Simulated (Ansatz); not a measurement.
C₂H₉NOSi, SMILES `CN([SiH3])CO`, 14 atoms. Charge 0, multiplicity 1. All runs use 4 threads of an Intel Xeon 6975P-C on a shared host. Correlated methods freeze the cores.

Question: How many basis functions does each run have, and how long does it take in Ansatz? RHF-CCSD(T)/def2-TZVPP energy; RKS ωB97M-V/def2-QZVPP energy; RHF-MP2/def2-QZVPP energy; RKS PBE0-D4/def2-TZVP frequencies; RKS B97M-V/def2-TZVPP energy; direct RPA on PBE orbitals/def2-TZVPP energy; RHF-CCSD(T)/def2-SVP energy; RKS ωB97M-V/def2-SVP energy; RKS PBE0-D4/def2-TZVP relaxation (11 steps); RKS PBE0-D4/def2-SVP energy; RKS PBE-QIDH (frozen core)/def2-TZVPP energy; RKS PBE-D4/def2-TZVPP energy and forces. (Estimate.)

Answer: Ansatz gave: Other jobs shared the machine, so times are rough.

```csv
level,job,functions,wall time,peak host memory (GiB)
RKS PBE0-D4/def2-SVP,energy,119,0.7 s,0.52
RKS PBE-D4/def2-TZVPP,energy and forces,292,1.8 s,0.43
RKS ωB97M-V/def2-SVP,energy,119,2 s,0.52
RHF-CCSD(T)/def2-SVP,energy,119,2.9 s,0.75
direct RPA on PBE orbitals/def2-TZVPP,energy,292,3.7 s,0.86
RKS PBE-QIDH (frozen core)/def2-TZVPP,energy,292,4.1 s,0.9
RKS B97M-V/def2-TZVPP,energy,292,5 s,0.52
RKS ωB97M-V/def2-QZVPP,energy,568,13 s,2.6
RHF-MP2/def2-QZVPP,energy,568,19 s,4.7
RKS PBE0-D4/def2-TZVP,relaxation (11 steps),215,24 s,0.66
RKS PBE0-D4/def2-TZVP,frequencies,215,2 min,0.68
RHF-CCSD(T)/def2-TZVPP,energy,292,2.5 min,3.7
```
